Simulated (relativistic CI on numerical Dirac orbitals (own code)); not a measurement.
How well does a small relativistic CI reproduce Ba I?

Calculated at this level of theory: Dirac-Coulomb-Breit CI, orbitals from a KLI potential per configuration, a model potential for QED, valence Slater integrals scaled by 0.85, configuration energies shifted to the measured levels that pair with them (semi-empirical) (own radial code, finite nucleus).

Configurations in the expansion (outside the closed core [Xe]): 6s2, 6s 5d, 6s 6p, 5d 6p, 6s 7p, 5d2, 6p2, 6s 6d, 6s 7s, 5d 6d, 6s 8s, 6s 4f, 6s 7d, 6s 8p, 6d2, 5d 7s, 6s 5f, 6s 5g, 6s 8d, 6s 6f, 6p 6d. Levels of other configurations are missing.

```
Configuration  Term (tabulated)  J  Measured (cm⁻¹)  Computed  Error  Purity (%)
          6s2                1S  0              0.0         0      0          94
        6s 5d                3D  1           9034.0      9071     37         100
        6s 5d                3D  2           9215.5      9178    -37          99
        6s 5d                3D  3           9596.5      9368   -228         100
        6s 5d                1D  2          11395.4     11642    246          88
        6s 6p               3P°  0          12266.0     12285     19          96
        6s 6p               3P°  1          12636.6     12617    -20          96
        6s 6p               3P°  2          13514.7     13359   -156          96
        6s 6p               1P°  1          18060.3     18246    186          66
        5d 6p               3F°  2          22064.6     22096     31          57
        5d 6p               3F°  3          22947.4     22797   -150         100
        5d 6p               1D°  2          23074.4     22760   -314          56
        5d 6p               3F°  4          23757.0     23361   -396         100
        5d 6p               3D°  1          24192.0     24437    245          99
        5d 6p               3D°  2          24531.5     24634    102          99
        5d 6p               3D°  3          24979.8     24949    -31          99
```

Measured levels from NIST Handbook of Basic Atomic Spectroscopic Data (Sansonetti and Martin, J. Phys. Chem. Ref. Data 34, 1559 (2005)); pairs were made by configuration, J and term (by order where the table uses no LS term), so strongly mixed levels may be paired wrongly.

Mean error by configuration (cm⁻¹): 6s 5d 4; 6s 6p 7; 5d 6p -73. Over the excited levels the mean absolute error is 147 cm⁻¹ (15 of the 17 excited levels that our extract of the source holds in range could be paired, and the others can miss by more), and the median relative error of those above 1,000 cm⁻¹ is 0.66 %, both after the shifts were fitted to these levels, so that a configuration with one level shows no error.

Transition probabilities of persistent lines. The last column rescales the computed rate by the cube of measured over computed energy:

```
λ measured (Å)       Lower        Upper  A tabulated (s⁻¹)  A computed  A rescaled
   5535.48 air    6s2 1S_0  6s 6p 1P°_1           1.19e+08    1.55e+08    1.50e+08
   6498.76 air  6s 5d 3D_3  5d 6p 3D°_3           5.40e+07    6.34e+07    6.10e+07
   6527.31 air  6s 5d 3D_2  5d 6p 3D°_2           3.30e+07    4.56e+07    4.44e+07
   6595.32 air  6s 5d 3D_1  5d 6p 3D°_1           3.80e+07    5.27e+07    5.06e+07
   6693.84 air  6s 5d 3D_3  5d 6p 3D°_2           1.46e+07    1.41e+07    1.32e+07
   7059.94 air  6s 5d 3D_3  5d 6p 3F°_4           5.00e+07    5.22e+07    5.41e+07
   7280.30 air  6s 5d 3D_2  5d 6p 3F°_3           3.20e+07    4.14e+07    4.24e+07
   7672.09 air  6s 5d 3D_1  5d 6p 3F°_2           1.50e+07    1.90e+07    1.90e+07
   8560.00 air  6s 5d 1D_2  5d 6p 1D°_2           2.00e+07    2.88e+07    3.33e+07
  14999.85 air  6s 5d 1D_2  6s 6p 1P°_1           2.50e+05    1.26e+05    1.30e+05
```

Configurations whose levels could be paired with our table of measured levels were shifted onto them, all but the ground configuration, by the median error of their levels; single terms can still be off by 1,000 to 2,000 cm⁻¹ or more, and rates follow the energies as ν³ (E1, M1) or ν⁵ (E2). The others borrow a shift and can be off by several thousand cm⁻¹ or more. The fine structure of a lone outer electron comes out too small, for d and f at times inverted, and misplaced configurations move strength between like terms. 15 of the 17 excited levels that our extract of the measured tables holds in this range could be paired (the sources list more); they are missed by 147 cm⁻¹ on average and 396 at most, after the shifts were fitted to these levels, and levels without a partner can miss by more.

Shifts applied (cm⁻¹): 6s2 0; 6s 5d -112; 6s 6p 1891; 5d 6p 973.
